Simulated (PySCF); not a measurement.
## Successive ionisation energies of xenon

Calculated with PySCF 2.14, two-component X2C-1e (Gaussian nucleus, no Breit or QED terms), each ion in its own even-tempered basis; GMP2 freezes the deep shells of the larger ions and drops the highest virtual spinors; eV.

```
  ion      configuration  GHF (screened spin-orbit)       NIST            kind
Xe¹⁷⁺           [Kr] 4d1                     433.75    434 ± 3     theoretical
Xe¹⁸⁺               [Kr]                     548.87    549 ± 3     theoretical
Xe¹⁹⁺  [Ar] 3d10 4s2 4p5                     580.06    582 ± 4     theoretical
Xe²⁰⁺  [Ar] 3d10 4s2 4p4                     615.01    616 ± 4     theoretical
Xe²¹⁺  [Ar] 3d10 4s2 4p3                     648.23    650 ± 4     theoretical
Xe²²⁺  [Ar] 3d10 4s2 4p2                     696.80    700 ± 4     theoretical
Xe²³⁺  [Ar] 3d10 4s2 4p1                     733.82    736 ± 4     theoretical
Xe²⁴⁺      [Ar] 3d10 4s2                     813.16    818 ± 4     theoretical
Xe²⁵⁺      [Ar] 3d10 4s1                     850.08  857 ± 0.4  semi-empirical
Xe²⁶⁺          [Ar] 3d10                     1494.6   1493 ± 4     theoretical
Xe²⁷⁺           [Ar] 3d9                     1571.2   1571 ± 4     theoretical
Xe²⁸⁺           [Ar] 3d8                     1654.4   1653 ± 4     theoretical
```

(1) Where is the largest relative jump?

Answers

(1) From Xe²⁵⁺ to Xe²⁶⁺: 850.08 to 1494.6 eV, where the electron removed from [Ar] 3d10 comes from a deeper shell or subshell.
